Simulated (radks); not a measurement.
Task: These are the eigenvalues of the occupied orbitals of an atom or ion with whole-number occupations (hartree). Method: Dirac Kohn-Sham, exchange-only LDA, spin-unpolarised, spherical densities, finite nucleus; Fermi nuclear charge, rms radius of each element as measured or else 0.836 A^(1/3) + 0.57 fm; computed with a radial shooting solver on a logarithmic mesh with Libxc functionals.

1s1/2: -375.7870
2s1/2: -46.96163
2p1/2: -41.69674
2p3/2: -40.68280
3s1/2: -6.10176
3p1/2: -4.40037
3p3/2: -4.26678
3d3/2: -1.40638
3d5/2: -1.38925
4s1/2: -0.92720

Which element is it, and in what charge state? The configuration may be excited. Open shells, if any, are shared by 2j + 1.

Result: Z = 31, gallium, charge +2: Ga2+ in [Ar] 3d10 4s1. The list shows which subshells hold electrons but not how many an open one holds; the 1s level, -375.79 hartree, gives Z - s = 27.4 by -(Z - s)^2/2, which with screening and relativity narrows Z to a few neighbours, and the depths of the outer levels then fix element, charge and occupations together.
